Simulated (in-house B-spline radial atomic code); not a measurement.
Configurations of Si⁶⁺, with energies counted from [He] 2s2 2p4. Level of theory: non-relativistic PBE0, spin-polarised, spherical fractional occupations, exact exchange averaged over the configuration, point nucleus; calculated with a radial B-spline atomic code at the basis-set limit. Shells without spins written out take the highest spin.

```tsv
configuration	E - E(ref) (eV)	highest orbital	its <r> (bohr)
[He] 2s2 2p3 3d1	166.24	3d up	1.35
[He] 2s1 2p4 3s1	180.64	3s up	1.404
[He] 2s1 2p4 3d1	204.6	3d up	1.352
```

(1) Order these further configurations by energy, lowest first.
A. [He] 2s1 2p5
B. [He] 2s2 2p3 3s1
C. [He] 2s1 2p4 3p1
D. [He] 2s2 2p3 3p1

Results:

(1) A (41.65 eV), B (142.09 eV), D (152.57 eV), C (191.24 eV).
